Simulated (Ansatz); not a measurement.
`CBC1=CB1` + H₂S → `CBS` + `B1C=C1` at 400 K and 1 bar (ligand exchange at a B–C bond).

Computed with Ansatz on PBE0-D4/def2-TZVP structures; ΔE is electronic, products minus reactants. CBS: MP2 limit from def2 TZ/QZ plus the TZ coupled-cluster correction, frozen cores. This one scheme is used for every species. Each species was taken in one conformer, which may not be the lowest.

| species | CCSD(T)/CBS energy (Eh) | H − E (kJ/mol) | S (J/(mol·K)) |
| --- | --- | --- | --- |
| `CBC1=CB1` | -167.30439 | 245.4 | 359.0 |
| H₂S | -398.97279 | 53.4 | 215.9 |
| `CBS` | -463.66090 | 177.9 | 309.0 |
| `B1C=C1` | -102.63332 | 127.0 | 256.4 |

H − E and S are ideal-gas, rigid-rotor, harmonic terms from PBE0-D4/def2-TZVP, for one conformer and one mirror image of each species. 1 Eh = 2625.50 kJ/mol, R = 8.31446 J/(mol·K).

Problem. By hand: ΔE, ΔH, ΔS and ΔG.

Solution. ΔE = (-463.66090) + (-102.63332) − (-167.30439) − (-398.97279) = -0.01704 Eh = -44.7 kJ/mol. Δ(H − E) = 177.9 + 127.0 − 245.4 − 53.4 = 6.1, so ΔH = -38.6 kJ/mol. ΔS = 309.0 + 256.4 − 359.0 − 215.9 = -9.5 J/(mol·K). ΔG = -38.6 − 400 × (-9.5)/1000 = -34.8 kJ/mol.

Problem. By hand: the equilibrium constant, and the temperature at which ΔG would vanish if ΔH and ΔS stayed fixed.

Solution. log₁₀ K = −ΔG/(RT ln 10) = 4.5. ΔG = 0 at ΔH/ΔS = 4063 K, far beyond where these terms or the molecules hold.

The number of gas molecules stays the same, so ΔS is small and ΔH decides. A doubt of 5 kJ/mol in ΔE shifts log₁₀ K by 0.7 here. Other conformers and mirror images would add mixing entropy, several J/(mol·K) or more a flexible species. These are equilibria of isolated gas molecules and say nothing of rates. Largest T1 diagnostic: 0.013 (customary marks: 0.02 for closed shells, 0.045 for open ones).
